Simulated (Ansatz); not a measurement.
Gas-phase electronic energies from Ansatz, PBE0-D4/def2-TZVP geometries. CCSD(T)/CBS is the MP2 limit (def2-TZVPP, def2-QZVPP) plus CCSD(T) − MP2 in def2-TZVPP, frozen cores. This one scheme is used for every species. Functionals use def2-TZVPP. Each species was taken in one conformer, which may not be the lowest.

Reaction (ligand exchange at a B–C bond): `BC#C` + `[OH][AlH][OH]` → `B[O][AlH][OH]` + `C#C`

`BC#C`:

Cartesian coordinates in Å:
```
B -0.833 0.768 -0.007
C 0.270 -0.249 0.002
C 1.160 -1.069 0.009
H -0.794 1.694 0.745
H -1.747 0.647 -0.765
H 1.944 -1.791 0.015
```

`[OH][AlH][OH]`:

Z-matrix (Å, degrees):
```
Al
O 1 1.692
O 1 1.692 2 124.1
H 1 1.565 2 117.9 3 -180.0
H 2 0.954 1 126.5 3 0.0
H 3 0.954 1 126.6 2 0.0
```

`B[O][AlH][OH]`:

Cartesian coordinates in Å:
```
B -0.406 1.757 -0.216
O -0.134 0.453 -0.264
Al 0.205 -1.194 -0.354
O 0.590 -2.065 1.036
H -1.542 2.122 -0.047
H 0.487 2.556 -0.338
H 0.163 -1.925 -1.735
H 0.638 -1.703 1.918
```

`C#C`:

```xyz
4

C    -0.390   -0.180    0.417
C     0.390    0.180   -0.417
H    -1.083   -0.499    1.160
H     1.083    0.499   -1.160
```

```tsv
level	ΔE (kcal/mol)
r2SCAN	-19.5
LC-ωPBE	-21.7
```

Q: What does CCSD(T)/CBS give? (Estimate.)

A: Computed: -21.1 kcal/mol. The listed levels differ from it by 1.6, -0.6 kcal/mol.

Largest T1 diagnostic among the species: 0.014.

From BLYP to BHLYP (50 % exact exchange), in def2-TZVPP and without D4, ΔE moves by −2.4 kcal/mol. In def2-TZVPP, CCSD(T) changes the Hartree–Fock value by +2.0 kcal/mol (the triples alone add +0.4 kcal/mol) and MP2 by +2.4 kcal/mol. Leaving LDA and LC-ωPBE aside and taking each functional with its dispersion term where it has one, the values, not all of them listed here, spread over 4.4 kcal/mol, from CAM-B3LYP-D4 to revPBE-D4. LDA lies −1.5 kcal/mol from PBE without D4.
